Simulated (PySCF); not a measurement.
chloro(difluoro)methane (CHClF2), SMILES FC(F)Cl.

The structure is a stationary point at PBE0-D3(BJ)/def2-SVP.

Level of theory: PBE/def2-TZVPD (PySCF).

The molecule is in vacuum.

Computed frontier levels, gap, dipole moment and polarisability:
```
Quantity                                                                                                       Result
---------------------------------------------------------------------------------------------  ----------------------
highest occupied level                                                                                       -8.14 eV
lowest empty level                                                                                           -1.02 eV
orbital gap                                                                                                   7.12 eV
dipole moment                                                                                                  1.31 D
quadrupole, principal values (traceless, Buckingham form, about the centre of nuclear charge)  -2.20, -1.34, 3.54 D·Å
mean static polarisability                                                                       33.0 bohr³ (4.89 Å³)
polarisability, principal values                                                               29.2, 30.4, 39.3 bohr³
```
